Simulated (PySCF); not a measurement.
Be(NH2)(OSiH3) (BeH5NOSi), SMILES [NH2][Be][O][SiH3].

Geometry optimised at B3LYP-D3(BJ)/def2-SVP. One conformer was computed; it need not be the lowest.

The numbers are results of B3LYP-D3(BJ)/def2-SVP (PySCF), not measurements.

Frequencies are harmonic and unscaled.

```json
[
 {"mode": "1", "ν (cm⁻¹)": "7", "IR (km/mol)": "0.0", "moving atoms (share of kinetic energy)": "H 99 %"},
 {"mode": "2", "ν (cm⁻¹)": "37", "IR (km/mol)": "2.7", "moving atoms (share of kinetic energy)": "O 56 %, H 18 %, N 12 %, Si 9 %"},
 {"mode": "3", "ν (cm⁻¹)": "68", "IR (km/mol)": "1.7", "moving atoms (share of kinetic energy)": "O 56 %, H 19 %, N 11 %, Si 10 %"},
 {"mode": "4", "ν (cm⁻¹)": "328", "IR (km/mol)": "10.0", "moving atoms (share of kinetic energy)": "Be 50 %, H 36 %, O 14 %"},
 {"mode": "5", "ν (cm⁻¹)": "368", "IR (km/mol)": "23.3", "moving atoms (share of kinetic energy)": "H 54 %, Be 35 %, O 9 %"},
 {"mode": "6", "ν (cm⁻¹)": "431", "IR (km/mol)": "216.3", "moving atoms (share of kinetic energy)": "Be 41 %, H 30 %, N 24 %"},
 {"mode": "7", "ν (cm⁻¹)": "518", "IR (km/mol)": "5.5", "moving atoms (share of kinetic energy)": "N 47 %, Si 34 %, H 12 %"},
 {"mode": "8", "ν (cm⁻¹)": "678", "IR (km/mol)": "99.9", "moving atoms (share of kinetic energy)": "H 56 %, Be 26 %, N 18 %"},
 {"mode": "9", "ν (cm⁻¹)": "742", "IR (km/mol)": "70.0", "moving atoms (share of kinetic energy)": "H 84 %, Si 9 %"},
 {"mode": "10", "ν (cm⁻¹)": "746", "IR (km/mol)": "89.0", "moving atoms (share of kinetic energy)": "H 83 %, Si 9 %"},
 {"mode": "11", "ν (cm⁻¹)": "960", "IR (km/mol)": "92.8", "moving atoms (share of kinetic energy)": "H 96 %"},
 {"mode": "12", "ν (cm⁻¹)": "963", "IR (km/mol)": "93.7", "moving atoms (share of kinetic energy)": "H 96 %"},
 {"mode": "13", "ν (cm⁻¹)": "1007", "IR (km/mol)": "244.0", "moving atoms (share of kinetic energy)": "H 88 %"},
 {"mode": "14", "ν (cm⁻¹)": "1030", "IR (km/mol)": "272.8", "moving atoms (share of kinetic energy)": "O 52 %, Si 23 %, N 11 %"},
 {"mode": "15", "ν (cm⁻¹)": "1512", "IR (km/mol)": "40.7", "moving atoms (share of kinetic energy)": "H 78 %, Be 14 %"},
 {"mode": "16", "ν (cm⁻¹)": "1606", "IR (km/mol)": "815.9", "moving atoms (share of kinetic energy)": "Be 58 %, O 15 %, N 14 %, H 13 %"},
 {"mode": "17", "ν (cm⁻¹)": "2210", "IR (km/mol)": "179.5", "moving atoms (share of kinetic energy)": "H 96 %"},
 {"mode": "18", "ν (cm⁻¹)": "2212", "IR (km/mol)": "178.6", "moving atoms (share of kinetic energy)": "H 96 %"},
 {"mode": "19", "ν (cm⁻¹)": "2220", "IR (km/mol)": "79.4", "moving atoms (share of kinetic energy)": "H 99 %"},
 {"mode": "20", "ν (cm⁻¹)": "3583", "IR (km/mol)": "43.4", "moving atoms (share of kinetic energy)": "H 95 %"},
 {"mode": "21", "ν (cm⁻¹)": "3653", "IR (km/mol)": "25.2", "moving atoms (share of kinetic energy)": "H 92 %, N 8 %"}
]
```
